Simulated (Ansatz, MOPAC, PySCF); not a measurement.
Donor–acceptor adduct: AlH3 (SMILES [AlH3]) (first 4 atoms) with C2H6O (SMILES COC); geometry from B3LYP-D3(BJ)/def2-TZVP, rigid monomers moved along the line of their centres of mass till Al1···O6 is 1.79 Å.
(charge 0, multiplicity 1):
```xyz
13

Al     0.075    -0.212     0.652
H     -1.445    -0.380     0.199
H      0.737     1.210     0.363
H      1.015    -1.500     0.627
C      0.441    -0.996     3.382
O     -0.136    -0.104     2.422
C     -0.938     0.938     2.990
H     -0.353    -1.488     3.948
H      1.092    -0.437     4.056
H      1.016    -1.728     2.823
H     -1.771     0.501     3.542
H     -1.314     1.540     2.167
H     -0.325     1.554     3.651
```

Monomers are frozen at their geometry in the pair; levels with a basis set take the counterpoise correction.

The state reached by PM3 isn't checked.

Codes used: Ansatz (Gaussian orbitals); MOPAC for PM3 (differences of heats of formation); PySCF for the dispersion terms. 

Problem. Predict the interaction energy from PBE0-D3(BJ)/def2-TZVPPD.

Solution. -24.8 kcal/mol

Problem. What interaction energy does PBE-D4/def2-TZVPPD give?

Solution. -21.8 kcal/mol

Problem. What interaction energy does PM3 give?

Solution. -26.2 kcal/mol

Ansatz is a first-principles code.
